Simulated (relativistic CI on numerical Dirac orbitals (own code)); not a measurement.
Pm+: calculation against measurement

Method of calculation: Dirac-Coulomb-Breit CI, KLI orbitals optimised for each configuration, QED by a radiative potential, valence Slater integrals scaled by 0.85, configuration energies shifted to the measured levels that pair with them (semi-empirical) (own radial code, finite nucleus).

Configuration list (outside the closed core [Xe]): 4f5 6s, 4f5 5d, 4f5 6p, 4f4 6s 5d, 4f4 6s2, 4f4 6s 6p, 4f3 6s2 5d, 4f4 6p2, 4f5 7s, 4f3 6s2 5g, 4f3 6s 7s2, 4f4 7s2. Levels of other configurations are missing.

```
Configuration  Term (tabulated)  J  Measured (cm⁻¹)  Computed  Error  Purity (%)
       4f5 6s               7H°  2              0.0         0      0          96
       4f5 6s               7H°  3            446.4       494     48          92
       4f5 6s               7H°  4           1133.5      1186     52          92
       4f5 6s               5H°  3           1603.0      2295    692          92
       4f5 6s               7H°  5           1983.5      2034     50          93
       4f5 6s               5H°  4           2666.8      3374    707          93
       4f5 6s               7H°  6           2950.3      3000     50          95
       4f5 6s               5H°  5           3812.3      4553    741          94
       4f5 6s               7H°  7           4000.2      4054     53          95
       4f5 6s               5H°  6           5017.8      5799    782          94
       4f5 6s               7F°  0           5280.9      5689    408          96
       4f5 5d               7K°  4           5332.4      5427     95          96
       4f5 6s               7F°  1           5391.5      5801    410          95
       4f5 6s               7F°  2           5632.4      6048    416          94
       4f5 6s               7F°  3           6048.5      6477    428          92
       4f5 5d               7K°  5           6131.5      6178     47          97
       4f5 6s               5F°  1           6629.4      7759   1130          96
       4f5 6s               7F°  4           6705.2      7149    444          93
       4f5 6s               5F°  2           7012.9      8139   1126          93
       4f5 5d               7K°  6           7040.7      7041      0          98
       4f5 6s               5F°  3           7701.1      8841   1140          92
       4f5 5d               7K°  7           8041.7      7997    -45          98
       4f5 5d               7K°  8           9119.3      9030    -89          98
```

Measured levels from NIST Handbook of Basic Atomic Spectroscopic Data (Sansonetti and Martin, J. Phys. Chem. Ref. Data 34, 1559 (2005)); pairs were made by configuration, J and term (by order where the table uses no LS term), so strongly mixed levels may be paired wrongly.

Mean error by configuration (cm⁻¹): 4f5 6s 510; 4f5 5d 1. Over the excited levels the mean absolute error is 407 cm⁻¹ (22 of the 22 excited levels that our extract of the source holds in range could be paired), and the median relative error of those above 1,000 cm⁻¹ is 7.1 %, both after the shifts were fitted to these levels, so that a configuration with one level shows no error. Some levels of the ground configuration have no partner.

Configurations whose levels could be paired with our table of measured levels were shifted onto them, all but the ground configuration, by the median error of their levels; single terms can still be off by 1,000 to 2,000 cm⁻¹ or more, and rates follow the energies as ν³ (E1, M1) or ν⁵ (E2). The others borrow a shift and can be off by several thousand cm⁻¹ or more. The fine structure of a lone outer electron comes out too small, for d and f at times inverted, and misplaced configurations move strength between like terms. 22 of the 22 excited levels that our extract of the measured tables holds in this range could be paired (the sources list more); they are missed by 407 cm⁻¹ on average and 1140 at most, after the shifts were fitted to these levels, and levels without a partner can miss by more. Some levels of the ground configuration have no partner and can miss by 10 % or more. The computed lowest level isn't the tabulated ground level, which NIST ASD gives as 4f5 (6H*) 6s 7H°2.

Shifts applied (cm⁻¹): 4f5 6s 0; 4f5 5d 3003; 4f5 6p 1684.
